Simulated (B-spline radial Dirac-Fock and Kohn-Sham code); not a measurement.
**X-ray scattering factor of Te³²⁺**

System: the Te³²⁺ ion, configuration [Ar] 3d2.

Calculated with a B-spline atomic structure program, using relativistic Hartree-Fock (Dirac-Fock) wave functions, averaged over the configuration. f₀ is the Fourier transform of the spherical electron density, S the Waller-Hartree incoherent function, and s = sin θ/λ.

| s (Å⁻¹) | f₀ | S |
| --- | --- | --- |
| 0 | 20.000 | 0.000 |
| 0.05 | 19.980 | 0.020 |
| 0.1 | 19.922 | 0.079 |
| 0.15 | 19.825 | 0.177 |
| 0.2 | 19.691 | 0.312 |
| 0.25 | 19.520 | 0.484 |
| 0.3 | 19.314 | 0.688 |
| 0.35 | 19.076 | 0.924 |
| 0.4 | 18.806 | 1.188 |
| 0.45 | 18.507 | 1.478 |
| 0.5 | 18.182 | 1.790 |
| 0.6 | 17.462 | 2.468 |
| 0.7 | 16.669 | 3.197 |
| 0.8 | 15.826 | 3.954 |
| 0.9 | 14.953 | 4.718 |
| 1 | 14.074 | 5.472 |
| 1.1 | 13.205 | 6.203 |
| 1.2 | 12.363 | 6.903 |
| 1.4 | 10.810 | 8.188 |
| 1.6 | 9.480 | 9.312 |
| 1.8 | 8.393 | 10.282 |
| 2 | 7.534 | 11.119 |
| 2.5 | 6.131 | 12.761 |
| 3 | 5.285 | 13.990 |
| 3.5 | 4.596 | 14.980 |
| 4 | 3.940 | 15.797 |
| 5 | 2.794 | 16.999 |
| 6 | 2.016 | 17.762 |

f₀ starts at the number of electrons, 20, and has fallen to half at s ≈ 1.52 Å⁻¹. The sum of ⟨r²⟩ over the electrons is 1.061 bohr².
